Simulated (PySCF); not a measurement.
Input of a run (PBE0-D3(BJ)/def2-SVP geometry optimisation, gas phase (PySCF 2.14.0)), started from GFN2-xTB:
```
{"job": {"xc": "PBE0", "basis": "def2-SVP", "d3": "d3bj", "grid": 1, "maxiter": 30, "shake": 0.01, "kind": "geom"}, "charge": 0, "multiplicity": 1}
C      0.694560    -1.546580     0.267950
S      0.099670     0.072080     0.904110
C      1.169060     1.190120    -0.034460
B     -1.804780     0.339400    -0.118430
Br    -2.300560     2.161670     0.363700
Br    -1.453660     0.067930    -2.011490
Br    -2.901820    -1.065490     0.716270
H      0.028760    -2.280860     0.657180
H      1.685440    -1.680480     0.635560
H      0.635100    -1.522370    -0.813290
H      0.854070     2.205950     0.186940
H      1.122990     0.980360    -1.083290
H      2.176990     1.061390     0.318920
```

Output (energies in Eh, forces in Eh/bohr):
```
step   0  E = -8223.17218372  max force = 0.032511
step   1  E = -8223.17778503  max force = 0.017987
step   2  E = -8223.17905168  max force = 0.004417
step   3  E = -8223.17967403  max force = 0.001133
step   4  E = -8223.17968857  max force = 0.000214
optimisation converged
```

Task: Summarise the run.

Result: The energy falls by 4.7 kcal/mol over 5 energy and gradient evaluations, the largest force component goes from 0.0325 to 2.1e-04 Eh/bohr, and the atoms move by 0.064 Å rms after alignment. The bond that changes most is S2–B4 (ends: sulfur bonded to B and 2 C; four-coordinate boron), which shortens by 0.187 Å. Bonds longer at the end by more than 0.005 Å: 9 of 12; shorter: 3. Among the angles that change most is C3–S2–B4, from 101.4° to 104.2°. The energy never rose by more than 1e-6 Eh on the way. The first step brought 75 % of the lowering.

Task: What are the final bond lengths?

Result: C1–S2 1.799 Å, S2–C3 1.799 Å, S2–B4 1.991 Å, B4–Br5 1.987 Å, B4–Br6 1.992 Å, B4–Br7 1.987 Å, C1–H8 1.098 Å, C1–H9 1.098 Å, C1–H10 1.099 Å, C3–H11 1.098 Å, C3–H12 1.099 Å, C3–H13 1.098 Å. Numbering counts from 1 in the input's order; the species is `C[S+](C)[B-](Br)(Br)Br`.

The run used 186 basis functions and 35 SCF cycles in all. Time: 1.9 min wall; peak memory 1.1 GiB. Hardware: one thread, Arm Neoverse V2 (aarch64), shared host.

No PBE0-D3(BJ)/def2-SVP frequencies stand behind this structure, so it isn't proved a minimum.

Conformer computed: `[CH3:1][S+:2]([CH3:3])[B-:4]([Br:5])([Br:6])[Br:7]`: C1–S2–B4–Br5 -174°.
